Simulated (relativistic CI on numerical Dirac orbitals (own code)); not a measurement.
## Level scheme of Tb III

Calculated at this level of theory: Dirac-Coulomb-Breit CI, orbitals from a KLI potential per configuration, a model potential for QED, valence Slater integrals scaled by 0.85, P86 correlation energy added to each configuration (own radial code, finite nucleus).

CI space (outside the closed core [Kr] 4d10 5s2): 4f9.5p6, 4f8.5p6.5d, 4f8.5p6.6s, 4f8.5p6.6p, 4f7.5p6.6s2, 4f8.5p6.7s, 4f8.5p6.7p, 4f8.5p6.8s, 4f11.5p4. Levels of other configurations are missing.

```tsv
No.	Configuration	Term	J	E (cm⁻¹)	%	Landé g	jj configuration (%)
41	4f8(7F).5d	6H	13/2	13460.8	77	1.296	4f5/2^4 4f7/2^4 5d5/2 (27)
42	4f8(7F).5d	6F	5/2	13464.3	86	1.298	4f5/2^4 4f7/2^4 5d5/2 (35)
43	4f8(7F).6s	8F	11/2	13739.5	75	1.522	4f5/2^4 4f7/2^4 6s (40)
44	4f8(7F).5d	6G	9/2	13928.3	70	1.273	4f5/2^4 4f7/2^4 5d5/2 (26)
45	4f8(7F).5d	6F	3/2	14106.2	89	1.054	4f5/2^3 4f7/2^5 5d5/2 (31)
46	4f8(7F).5d	8P	5/2	14183.7	89	2.252	4f5/2^4 4f7/2^4 5d5/2 (30)
47	4f8(7F).5d	6F	1/2	14500.3	92	-0.616	4f5/2^4 4f7/2^4 5d5/2 (31)
48	4f8(7F).5d	6H	11/2	14568.8	79	1.220	4f5/2^3 4f7/2^5 5d5/2 (25)
49	4f9.5p6	6H°	9/2	14634.7	94	1.073	4f5/2^3 4f7/2^6 (35)
50	4f8(7F).5d	6G	7/2	14842.0	75	1.146	4f5/2^4 4f7/2^4 5d5/2 (27)
51	4f8(7F).6s	6F	11/2	15013.9	73	1.468	4f5/2^4 4f7/2^4 6s (39)
52	4f8(7F).6s	8F	9/2	15124.1	89	1.560	4f5/2^4 4f7/2^4 6s (42)
53	4f8(7F).5d	6H	9/2	15529.6	76	1.126	4f5/2^4 4f7/2^4 5d5/2 (29)
54	4f8(7F).5d	6G	5/2	15541.5	82	0.869	4f5/2^4 4f7/2^4 5d5/2 (27)
55	4f9.5p6	6H°	7/2	15806.4	93	0.834	4f5/2^4 4f7/2^5 (38)
56	4f9.5p6	6F°	11/2	15862.3	95	1.445	4f5/2^5 4f7/2^4 (46)
57	4f8(7F).5d	6D	9/2	15904.0	77	1.509	4f5/2^4 4f7/2^4 5d5/2 (25)
58	4f8(7F).5d	6G	3/2	16007.6	88	0.041	4f5/2^3 4f7/2^5 5d5/2 (28)
59	4f8(7F).6s	8F	7/2	16099.1	91	1.603	4f5/2^3 4f7/2^5 6s (34)
60	4f8(7F).5d	6H	7/2	16303.0	80	0.902	4f5/2^4 4f7/2^4 5d5/2 (31)
61	4f8(7F).5d	6D	7/2	16444.0	55	1.557	4f5/2^4 4f7/2^4 5d5/2 (26)
62	4f9.5p6	6H°	5/2	16677.0	93	0.306	4f5/2^4 4f7/2^5 (35)
63	4f8(7F).6s	8F	5/2	16834.6	92	1.698	4f5/2^4 4f7/2^4 6s (37)
64	4f9.5p6	6F°	9/2	16861.6	87	1.417	4f5/2^5 4f7/2^4 (35)
65	4f8(7F).5d	6H	5/2	16881.2	89	0.327	4f5/2^4 4f7/2^4 5d5/2 (32)
66	4f8(7F).6s	6F	9/2	16896.0	89	1.437	4f5/2^4 4f7/2^4 6s (42)
67	4f8(7F).6s	8F	3/2	17344.5	93	1.980	4f5/2^3 4f7/2^5 6s (36)
68	4f8(7F).5d	6D	5/2	17632.2	78	1.662	4f5/2^4 4f7/2^4 5d5/2 (28)
69	4f8(7F).6s	8F	1/2	17648.1	94	3.948	4f5/2^4 4f7/2^4 6s (34)
70	4f8(7F).6s	6F	7/2	18119.2	88	1.405	4f5/2^4 4f7/2^4 6s (35)
71	4f8(7F).5d	6D	3/2	18400.2	88	1.859	4f5/2^4 4f7/2^4 5d5/2 (25)
72	4f9.5p6	6F°	7/2	18446.3	91	1.382	4f5/2^4 4f7/2^5 (42)
73	4f8(7F).5d	6P	7/2	18683.5	59	1.655	4f5/2^4 4f7/2^4 5d5/2 (22)
74	4f8(7F).5d	6D	1/2	18784.9	91	3.266	4f5/2^4 4f7/2^4 5d5/2 (21)
75	4f8(7F).6s	6F	5/2	19051.6	91	1.321	4f5/2^4 4f7/2^4 6s (34)
76	4f9.5p6	6F°	5/2	19620.5	93	1.305	4f5/2^4 4f7/2^5 (40)
77	4f8(7F).6s	6F	3/2	19676.5	92	1.079	4f5/2^4 4f7/2^4 6s (34)
78	4f8(7F).6s	6F	1/2	20046.6	93	-0.615	4f5/2^3 4f7/2^5 6s (33)
79	4f9.5p6	6F°	3/2	20289.1	91	1.068	4f5/2^4 4f7/2^5 (52)
80	4f8(7F).5d	6P	5/2	20689.5	80	1.843	4f5/2^3 4f7/2^5 5d5/2 (19)
81	4f9.5p6	6F°	1/2	20740.5	91	-0.609	4f5/2^3 4f7/2^6 (34)
82	4f8(5D).5d	6F	9/2	21047.8	45	1.466	4f5/2^4 4f7/2^4 5d3/2 (21)
83	4f8(5D).5d	6D	7/2	21313.7	44	1.537	4f5/2^4 4f7/2^4 5d3/2 (30)
84	4f8(5D).5d	6P	5/2	21599.2	38	1.766	4f5/2^4 4f7/2^4 5d3/2 (30)
85	4f8(7F).5d	6P	3/2	21901.7	89	2.347	4f5/2^4 4f7/2^4 5d3/2 (19)
```

Energies count from the lowest computed level; ° marks odd parity. Percentages are summed over parent terms; the parents shown are those of the largest component, closed shells are left out there. Filled j subshells are mostly left out of the jj labels.

The mean weight of the leading LS term, summed over parents, in these 45 levels is 82 %, and that of the leading jj configuration (from the same eigenvectors) 32 %, so LS coupling describes them better.

For a near-neutral ion this model can misplace configurations by up to about 10,000 cm⁻¹ (more where the count of f electrons changes) and terms by 10 to 25 % of their spread. Rates follow the energies as ν³ (E1, M1) or ν⁵ (E2), so they and the lifetimes can be off by large factors. The fine structure of a lone outer electron comes out too small, for d and f at times inverted, and misplaced configurations move strength between like terms. 48 of the 57 excited levels that our extract of the measured tables holds in this range could be paired (the sources list more); they are missed by 13056 cm⁻¹ on average and 17803 at most, and levels without a partner can miss by more. Some levels of the ground configuration have no partner and can miss by 10 % or more. The computed lowest level isn't the tabulated ground level, which NIST ASD gives as 4f9 6H°15/2.

LS names give the leading component of a level, which can be under half, so a name can repeat, a term be missing and a line seem to break the LS rules.
